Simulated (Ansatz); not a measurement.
Geometry optimisation, Ansatz, RKS PBE-D4/def2-SVP.

Input file:

```yaml
crystal:
  periodic: [false, false, false]
  atoms:
    - { symbol: B, position_ang: [-1.402553, -0.409882, -1.057532] }
    - { symbol: C, position_ang: [0.849717, 0.309778, 0.636685] }
    - { symbol: S, position_ang: [-1.44229, -2.032409, -0.939381] }
    - { symbol: H, position_ang: [0.342895, -0.640698, 0.47156] }
    - { symbol: F, position_ang: [-1.446471, 0.876753, -1.208133] }
    - { symbol: H, position_ang: [1.23908, 0.706669, -0.319452] }
    - { symbol: H, position_ang: [0.159277, 1.044397, 1.090656] }
    - { symbol: H, position_ang: [1.700245, 0.145293, 1.325597] }
basis:
  gaussian: { orbitals: def2-SVP }
hamiltonian:
  xc: pbe
  dispersion: d4
relax:
  f_tol: 0.03
  max_steps: 50
```

Launched with:

```bash
$ ansatz run input.yaml --threads 2 --pin off --max-ram 3072MiB --backend cpu --events-out ev --progress --plain --runs-dir out
```

Q: Where does it end, and by what steps?

A: The run converged. After 6 steps the energy has fallen by 0.112 eV; S3 moved furthest, 0.48 Å.

```
step  energy less start (eV)  largest force component (eV/Å)  accepted
   0                  0.0000                           0.573       yes
   1                 -0.0778                           0.194       yes
   2                 -0.1048                           0.513       yes
   3                 -0.1086                           0.222       yes
   4                 -0.1107                           0.098       yes
   5                 -0.1109                           0.104       yes
   6                 -0.1121                           0.026       yes
```

```xyz
8
Properties=species:S:1:pos:R:3
B -1.658 -0.530 -1.241
C 1.003 0.385 0.743
S -1.836 -2.147 -1.184
H 0.564 -0.619 0.584
F -1.526 0.755 -1.292
H 1.362 0.791 -0.221
H 0.239 1.063 1.166
H 1.852 0.303 1.446
```

The run took 9.4 s on 2 threads of Arm Neoverse V2, on a shared host, peak memory 0.14 GiB.
